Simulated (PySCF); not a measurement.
(1Z,3Z)-1,4-dichlorobuta-1,3-diene (C4H4Cl2), SMILES Cl/C=C\C=C/Cl.

Geometry: B3LYP-D3(BJ)/def2-SVP. The values are those of a single conformer.

The numbers are results of PBE/def2-TZVP (PySCF), not measurements.

Symmetry labels are those of the subgroup C2h that the program uses (full group C2h).

Computed valence orbital energies around the gap with their symmetry:
```json
[
 {"orbital": "HOMO−7", "symmetry": "Bu", "energy (eV)": "-10.38"},
 {"orbital": "HOMO−6", "symmetry": "Au", "energy (eV)": "-9.51"},
 {"orbital": "HOMO−5", "symmetry": "Ag", "energy (eV)": "-9.16"},
 {"orbital": "HOMO−4", "symmetry": "Bg", "energy (eV)": "-8.95"},
 {"orbital": "HOMO−3", "symmetry": "Ag", "energy (eV)": "-7.66"},
 {"orbital": "HOMO−2", "symmetry": "Bu", "energy (eV)": "-7.61"},
 {"orbital": "HOMO−1", "symmetry": "Au", "energy (eV)": "-7.42"},
 {"orbital": "HOMO", "symmetry": "Bg", "energy (eV)": "-5.78"},
 {"orbital": "LUMO", "symmetry": "Au", "energy (eV)": "-2.39"},
 {"orbital": "LUMO+1", "symmetry": "Bu", "energy (eV)": "-0.31"},
 {"orbital": "LUMO+2", "symmetry": "Ag", "energy (eV)": "0.00"},
 {"orbital": "LUMO+3", "symmetry": "Bg", "energy (eV)": "0.37"}
]
```
